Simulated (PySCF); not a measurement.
# Fe²⁰⁺: ionisation energy

Fe²⁰⁺ [He] 2s2 2p2 [2p1/2^2, M_J = 0] → Fe²¹⁺ [He] 2s2 2p1 [2p1/2^1, M_J = 1/2], as a difference of total energies. Calculation: PySCF 2.14, in an even-tempered Gaussian basis (17 s from 5.1 bohr⁻², ratio 2.4; 11 p from 6.6 bohr⁻², ratio 2.4; 5 d from 24 bohr⁻², ratio 2.6; 4 f from 36 bohr⁻², ratio 2.6); the two-component X2C-1e Hamiltonian. Correlated levels: nothing frozen; the 28 highest virtual spinors dropped. "Screened" scales the spin-orbit matrix elements by Boettger's factors to mimic the two-electron term; Breit and QED terms are absent.

| method | ionisation energy (eV) |
| --- | --- |
| GHF (spin-free) | 1686.6 |
| GMP2 (spin-free) | 1686.6 |
| GHF (screened spin-orbit) | 1686.3 |
| GMP2 (screened spin-orbit) | 1687.1 |

The labels give the starting determinants; with spin-orbit coupling the two ends relaxed to ⟨J²⟩ = 0.65, ⟨L²⟩ = 1.71, ⟨S²⟩ = 1.70 and ⟨J²⟩ = 0.75, ⟨L²⟩ = 2.00, ⟨S²⟩ = 0.75.

The determinant of Fe²⁰⁺ mixes levels of different J (the jj label is only the starting occupation), so the difference between spin-free and spin-orbit rows is not the physical spin-orbit shift.

For comparison: 1687 ± 1 eV (semi-empirical (NIST evaluation); NIST Atomic Spectra Database, ionization energies).
